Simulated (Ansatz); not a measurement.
Reaction (cleavage of the Al–Si bond): `[BH2][AlH][SiH3]` + `BO` → `B[O][AlH][BH2]` + SiH₄

Isolated molecules relaxed with PBE0-D4/def2-TZVP in Ansatz; ΔE leaves out vibrations. CBS: MP2 limit from def2 TZ/QZ plus the TZ coupled-cluster correction, frozen cores. This one scheme is used for every species. Functionals use def2-TZVPP. B3LYP here is the variant with VWN-RPA as its local correlation; programs differ in this. HSE06 is defined as in plane-wave codes. Each species was taken in one conformer, which may not be the lowest.

```csv
level,ΔE (kcal/mol),difference from CCSD(T)/CBS
LDA (SPW92),-25.7,6.0
PBE-D4,-25.4,6.3
revPBE-D4,-25.7,6.0
BLYP-D4,-31.5,0.2
r2SCAN-D4,-30.3,1.4
B97M-V,-31.0,0.7
r2SCANh-D4,-30.5,1.2
HSE06-D4,-26.9,4.8
BHLYP-D4,-34.5,-2.8
CAM-B3LYP-D4,-34.2,-2.5
ωB97X-V,-31.5,0.2
ωB97M-V,-32.6,-0.9
B2PLYP,-33.5,-1.8
PBE-QIDH,-30.4,1.3
PBE,-25.4,6.3
revPBE,-25.2,6.5
BLYP,-31.5,0.2
r2SCAN,-30.3,1.4
PBE0,-27.1,4.6
B3LYP,-32.6,-0.9
r2SCANh,-30.5,1.2
r2SCAN0,-30.8,0.9
HSE06,-27.0,4.7
BHLYP,-34.9,-3.2
CAM-B3LYP,-34.3,-2.6
LC-ωPBE,-30.1,1.6
RPA@PBE/def2-TZVPP,-31.7,0.0
HF/def2-SVP,-36.4,-4.7
MP2/def2-SVP,-34.0,-2.3
CCSD/def2-SVP,-32.3,-0.6
CCSD(T)/def2-SVP,-31.8,-0.1
HF/def2-TZVPP,-37.3,-5.6
MP2/def2-TZVPP,-34.0,-2.3
SCS-MP2/def2-TZVPP,-34.9,-3.2
CCSD/def2-TZVPP,-32.3,-0.6
CCSD(T)/def2-TZVPP,-31.5,0.2
HF/def2-QZVPP,-37.7,-6.0
SCS-MP2/def2-QZVPP,-35.1,-3.4
HF/CBS(def2),-37.8,-6.1
CCSD/CBS(def2),-32.5,-0.8
CCSD(T)/CBS,-31.7,0
```

Largest T1 diagnostic among the species: 0.014.

Leaving LDA and LC-ωPBE aside and taking each functional with its dispersion term where it has one, the values spread over 9.1 kcal/mol, from BHLYP-D4 to PBE-D4. In def2-TZVPP, CCSD(T) changes the Hartree–Fock value by +5.7 kcal/mol (the triples alone add +0.8 kcal/mol) and MP2 by +3.2 kcal/mol. From PBE to PBE0 (25 % exact exchange), in def2-TZVPP and without D4, ΔE moves by −1.7 kcal/mol.
